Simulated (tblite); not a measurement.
C6H10OSSi.
Geometry (GFN2-xTB, Å), atoms numbered from 1 in this order:
```
atom  x, y, z in Å
C1    -2.6483    1.3476   -0.1263
C2    -2.3115   -0.1288   -0.3228
Si3   -0.9226   -0.7160    0.8318
C4     0.1811   -2.2538    0.3612
O5     0.0649   -3.4563    0.3049
C6     1.3283   -1.3989    0.0826
C7     0.8440   -0.1539    0.3327
S8     1.6208    1.3716    0.2229
C9     3.3071    0.9192   -0.2935
H10   -2.9887    1.5326    0.8892
H11   -3.4361    1.6556   -0.8110
H12   -1.7745    1.9682   -0.3086
H13   -3.2077   -0.7258   -0.1484
H14   -2.0253   -0.2938   -1.3635
H15   -1.2305   -0.4809    2.2437
H16    2.3066   -1.7152   -0.2394
H17    3.8742    1.8423   -0.3516
H18    3.2677    0.4388   -1.2663
H19    3.7406    0.2567    0.4493
```

Computed with GFN2-xTB (tblite): harmonic, unscaled wavenumbers at the GFN2-xTB geometry, gas phase. Against measured fundamentals such values can be off by several per cent, at times by over 20. Modes of hydrogen on silicon can be 10 to 20 % off. One conformer, not necessarily the lowest.

Harmonic wavenumbers (cm⁻¹): 36.7, 66.4, 70.3, 98.8, 125.6, 154.5, 174.2, 229.3, 244.4, 264.1, 371.3, 402.9, 457.5, 495.2, 544.8, 575.3, 624.5, 655.2, 718.0, 733.8, 753.9, 812.5, 936.0, 943.3, 975.4, 986.7, 1019.9, 1051.6, 1070.8, 1177.2, 1232.4, 1283.3, 1307.5, 1418.5, 1444.0, 1446.4, 1468.5, 1496.3, 1507.3, 1508.6, 1752.5, 2248.4, 2969.0, 2985.3, 3023.5, 3035.7, 3038.6, 3043.6, 3044.2, 3062.4, 3089.4.

A = 1302, B = 917.4, C = 571.9 MHz; mass 158.022 u (most abundant isotopes); point group C1, symmetry number 1.

Q: Zero-point energy?

A: Half the sum of the wavenumbers: 31088 cm⁻¹ = 88.88 kcal/mol.

Q: Entropy at 200 K, 1 bar (ideal gas, RRHO, classical rotation)?

A: Translation 39.12, rotation 29.34, vibration 25.77: S = 94.2 cal/(mol K).

Q: And Cp and H(200 K) − H(0)?

A: Cp = 33.32 cal/(mol K), of which vibrations give 25.37 (their classical limit is 51 R = 101.3); H(200 K) − H(0) = 4.31 kcal/mol without the zero-point energy, 2.72 from vibrations.

Q: Which modes carry the vibrational entropy at 200 K?

A: 36.7 cm⁻¹: 4.64; 66.4 cm⁻¹: 3.47; 70.3 cm⁻¹: 3.36; 98.8 cm⁻¹: 2.71; 125.6 cm⁻¹: 2.25; 154.5 cm⁻¹: 1.88 cal/(mol K); the other 45 give 7.46 together.

Q: How do the functions run with temperature in this model?

A: 
| T (K) | S (cal/(mol K)) | Cp (cal/(mol K)) | H − H(0) (kcal/mol) | G − H(0) (kcal/mol) | ln q(vib) |
| --- | --- | --- | --- | --- | --- |
| 100 | 75.3 | 22.4 | 1.51 | -6.01 | 2.59 |
| 300 | 109.7 | 43.7 | 8.17 | -24.75 | 9.45 |
| 500 | 136.3 | 60.8 | 18.71 | -49.43 | 15.63 |
| 800 | 168.8 | 77.1 | 39.62 | -95.38 | 24.00 |
| 1000 | 186.8 | 84.2 | 55.79 | -130.98 | 29.02 |

q(vib) and H(0) count from the zero-point level.

Hindered rotation and anharmonicity are outside this model. Other conformers, if any are populated, would add a mixing term that is left out. The structure is chiral; the term R ln 2 for an equal mix with its mirror image is left out.
